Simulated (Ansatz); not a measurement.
CrCl3, 4 atoms. Hardware: 2 threads of AMD EPYC 7R43 on a shared host.

(1) How many basis functions does each of these Ansatz runs have, and roughly what does it cost? ωB97X-V/def2-TZVP, charge 0 doublet, energy, from earlier orbitals; r2SCAN-D4/def2-TZVP, charge 1 triplet at the geometry of the charge 0 quartet, energy, from earlier orbitals; PBE-D4/def2-TZVP, charge 0 doublet, energy, from earlier orbitals; HSE06-D4/def2-TZVP, charge 0 quartet, energy, from earlier orbitals; LC-ωPBE (ω = 0.30 bohr⁻¹)/def2-TZVP, charge 0 doublet, energy, from earlier orbitals; PBE0-D4/def2-SVP, charge 0 quartet, energy, from earlier orbitals; PBE0-D4/def2-TZVP, charge 0 quartet, energy and forces, from earlier orbitals; HSE06-D4/def2-TZVP, charge 0 doublet, energy, from earlier orbitals; B3LYP-D4/def2-SVP, charge 0 quartet, relaxation, 9 steps; PBE0-D4/def2-TZVP, charge 1 triplet, energy, from earlier orbitals; LC-ωPBE (ω = 0.10 bohr⁻¹)/def2-TZVP, charge 0 doublet, energy, from earlier orbitals; PBE-D4/def2-TZVPD, charge -1 quintet at the geometry of the charge 0 quartet, energy, from earlier orbitals.

Results:

(1) Other jobs shared the machine, so times can vary by a factor of up to 3. A dash marks memory too small to be measured apart from the calling script's.

```csv
run,functions,fitting or Cholesky vectors,wall time,peak host memory (GiB)
"PBE0-D4/def2-SVP, charge 0 quartet, energy, from earlier orbitals",85,832,3.8 s,–
"HSE06-D4/def2-TZVP, charge 0 quartet, energy, from earlier orbitals",156,1293,11 s,0.64
"PBE-D4/def2-TZVP, charge 0 doublet, energy, from earlier orbitals",156,1197,13 s,–
"PBE0-D4/def2-TZVP, charge 0 quartet, energy and forces, from earlier orbitals",156,1293,14 s,0.65
"LC-ωPBE (ω = 0.30 bohr⁻¹)/def2-TZVP, charge 0 doublet, energy, from earlier orbitals",156,1197,18 s,–
"PBE-D4/def2-TZVPD, charge -1 quintet at the geometry of the charge 0 quartet, energy, from earlier orbitals",186,1282,19 s,–
"PBE0-D4/def2-TZVP, charge 1 triplet, energy, from earlier orbitals",156,1293,22 s,0.9
"LC-ωPBE (ω = 0.10 bohr⁻¹)/def2-TZVP, charge 0 doublet, energy, from earlier orbitals",156,1197,23 s,–
"HSE06-D4/def2-TZVP, charge 0 doublet, energy, from earlier orbitals",156,1293,28 s,0.93
"r2SCAN-D4/def2-TZVP, charge 1 triplet at the geometry of the charge 0 quartet, energy, from earlier orbitals",156,1197,38 s,–
"B3LYP-D4/def2-SVP, charge 0 quartet, relaxation, 9 steps",85,919,56 s,–
"ωB97X-V/def2-TZVP, charge 0 doublet, energy, from earlier orbitals",156,1260,76 s,1.1
```
